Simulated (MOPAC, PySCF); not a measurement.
C2H4OS, SMILES `CC(S)=O` (O–C–S–H torsion 180°), neutral singlet in the gas phase. 

Z-matrix (Å, degrees):
```
C
O 1 1.1988
C 1 1.5097 2 124.28
H 3 1.0879 1 108.86 2 -0.03
H 3 1.0910 4 109.83 1 -120.73
H 3 1.0910 4 109.83 5 -118.56
S 1 1.8067 2 118.91 3 -180.00
H 7 1.3432 1 97.40 2 -179.99
```
Charge 0, spin multiplicity 1.

All levels are single points at this geometry (B3LYP-D3(BJ)/def2-TZVP); Pople sets use spherical d functions. Orbital energies aren't observables, and empty levels follow the basis.

| level | HOMO (eV) | LUMO (eV) | gap (eV) | dipole (D) | vertical IE, Delta-SCF (eV) |
|---|---|---|---|---|---|
| PBE-D3(BJ)/def2-TZVP in PySCF | -6.31 | -1.78 | 4.53 | 3.30 | 9.81 |
| TPSSh-D3(BJ)/def2-TZVP in PySCF | -6.97 | -1.21 | 5.76 | 3.38 | 9.85 |
| B3LYP/3-21G in PySCF | -7.18 | -0.50 | 6.69 | 3.59 | – |
| B3LYP/6-31G* in PySCF | -7.30 | -0.58 | 6.72 | 3.44 | 10.14 |
| B3LYP/LANL2DZ in PySCF | -7.57 | -0.91 | 6.66 | 4.03 | – |
| BP86/6-31G* in PySCF | -6.13 | -1.54 | 4.60 | 3.36 | – |
| M06-2X/6-31G* in PySCF | -8.86 | 0.68 | 9.54 | 3.52 | – |
| PBE/6-31G* in PySCF | -6.01 | -1.44 | 4.57 | 3.34 | – |
| SVWN5/6-31G* in PySCF | -6.14 | -1.63 | 4.51 | 3.47 | – |
| HF/3-21G in PySCF | -10.71 | 4.01 | 14.72 | 4.10 | – |
| HF/6-31G* in PySCF | -10.65 | 3.98 | 14.63 | 3.88 | – |
| HF/STO-3G in PySCF | -7.55 | 8.13 | 15.68 | 2.56 | – |
| PM6 in MOPAC | -9.92 | -0.32 | 9.60 | 3.73 | – |
